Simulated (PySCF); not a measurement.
**Computed properties of AlHClBr, SMILES [Br][AlH][Cl]**

AlHClBr, SMILES [AlH]([Br])[Cl]. Coordinates come from a PBE0-D3(BJ)/def2-TZVP optimisation. Other conformers were not sampled. All values are computed for the isolated molecule unless a solvent is named; none is compared with measurement here.

**Structure.** The optimised structure has Cs symmetry. All 6 harmonic modes at PBE0-D3(BJ)/def2-TZVP (PySCF) are real, so it is a minimum. With heavy atoms numbered as in [AlH:1]([Cl:3])[Br:4], the shortest bond between them is Al1–Cl3 at 2.083 Å and the longest Al1–Br4 at 2.240 Å.

**Vibrations.** The strongest infrared lines (harmonic, unscaled, degenerate partners summed) lie at 646 cm⁻¹ (269 km/mol, H 82 %, Al 16 %), 2008 cm⁻¹ (112 km/mol, H 96 %), 441 cm⁻¹ (94 km/mol, H 81 %, Al 18 %). The softest mode is at 134 cm⁻¹ and the zero-point energy is 6.0 kcal/mol.

**Electronic structure.** B3LYP/def2-TZVPD (PySCF) places the frontier levels at -8.53 and -1.78 eV, a gap of 6.75 eV, and gives a dipole moment of 0.98 D and a mean polarisability of 61.9 bohr³.

**Excitations.** TDA-CAM-B3LYP/def2-SVPD (PySCF) has S1 at 6.06 eV (205 nm, f = 0.002, dark); the most intense of the 10 singlets computed lies at 8.08 eV (f = 0.10). T1 (TDA) is at 5.82 eV, 0.24 eV under S1. No vertical singlet excitation falls in the visible range (under 3.1 eV).

**NMR.** GIAO shifts at KT2/pcSseg-2 (PySCF) (non-relativistic, atoms alike by connectivity averaged): ¹H at 5.7 ppm against TMS. Without spin–orbit terms, shifts of atoms bonded to Cl or Br come out too high.
